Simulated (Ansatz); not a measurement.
Consider the formal exchange of groups at the Al–C bond: `C[CH](F)[AlH2]` + `[AlH2][CH](S)[GeH3]` → `[AlH2][CH]([AlH2])[GeH3]` + `CC(F)S`.

Isolated molecules relaxed with PBE0-D4/def2-TZVP in Ansatz; ΔE leaves out vibrations. CCSD(T)/CBS adds triple-zeta CCSD(T) − MP2 to the extrapolated MP2 energy (def2 sets, frozen cores). DFT in def2-TZVPP. For Ge outer-core shells are correlated without core-valence functions, which leaves a few kJ/mol of doubt a bond. Scalar relativity is left out up to krypton. One conformer a species, not always the lowest.

`C[CH](F)[AlH2]`:

Cartesian coordinates in Å:
```
C -1.120 -0.591 -0.325
C 0.225 -0.484 0.366
F 0.027 -0.618 1.755
Al 1.221 1.200 -0.001
H -1.617 -1.531 -0.067
H -1.789 0.228 -0.045
H -0.987 -0.565 -1.410
H 0.834 -1.349 0.066
H 1.462 2.267 1.144
H 1.745 1.442 -1.483
```

`[AlH2][CH](S)[GeH3]`:

Cartesian coordinates in Å:
```
Al -0.170 -1.934 0.043
C -0.670 -0.047 -0.113
S -1.026 0.380 -1.826
Ge 0.815 1.047 0.577
H -0.161 -2.559 1.501
H 0.241 -2.765 -1.239
H -1.538 0.134 0.531
H -1.115 1.720 -1.710
H 0.958 0.887 2.103
H 2.129 0.615 -0.102
H 0.536 2.522 0.233
```

`[AlH2][CH]([AlH2])[GeH3]`:

```xyz
12

Al    1.102   -1.047   -1.229
C     0.471   -0.050    0.305
Al    0.519    1.878    0.158
Ge   -1.372   -0.606    0.702
H     0.173   -1.188   -2.508
H     2.543   -1.713   -1.196
H     1.128   -0.317    1.143
H    -0.589    2.626   -0.697
H     1.666    2.695    0.890
H    -1.457   -2.131    0.928
H    -2.287   -0.231   -0.474
H    -1.898    0.083    1.979
```

`CC(F)S`:

Cartesian coordinates in Å:
```
C 0.591 0.657 -0.305
C -0.093 -0.676 -0.151
F 0.688 -1.483 0.657
S -1.777 -0.576 0.476
H 0.031 1.294 -0.989
H 0.666 1.158 0.663
H 1.599 0.510 -0.697
H -0.191 -1.188 -1.113
H -1.514 0.304 1.457
```

```csv
level,ΔE (kJ/mol)
PBE-D4,-82.0
PBE0,-85.5
MP2/def2-TZVPP,-91.2
SCS-MP2/def2-TZVPP,-87.8
HF/def2-QZVPP,-84.2
HF/CBS(def2),-84.2
MP2/CBS(def2),-88.1
CCSD/CBS(def2),-84.7
```

(1) What does CCSD(T)/CBS give? (Best estimate.)

Largest T1 diagnostic among the species: 0.011.

Results:

(1) The calculation gave: -86.4 kJ/mol. The listed levels differ from it by 4.4, 0.9, -4.8, -1.4, 2.2, 2.2, -1.7, 1.7 kJ/mol.

From PBE to PBE0 (25 % exact exchange), in def2-TZVPP and without D4, ΔE moves by −3.7 kJ/mol. In def2-TZVPP, CCSD(T) changes the Hartree–Fock value by −5.0 kJ/mol (the triples alone add −1.7 kJ/mol) and MP2 by −6.7 kJ/mol.
